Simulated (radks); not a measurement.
Question: Calculated with a radial shooting solver on a logarithmic mesh with Libxc functionals: non-relativistic Kohn-Sham, exchange-only LDA, spin-unpolarised, spherical densities, point nucleus. Response by self-consistent Sternheimer equations with the Hartree and adiabatic exchange-only LDA kernel. Rank Se6+, Se+, Se5+, Se2+, Se4+, Se, Se3+ (NIST ground configurations) by static dipole polarisability, largest first.

Answer: Se 30.69, Se+ 15.61, Se2+ 9.717, Se3+ 6.702, Se4+ 4.962, Se5+ 2.915, Se6+ 0.3860 bohr^3.
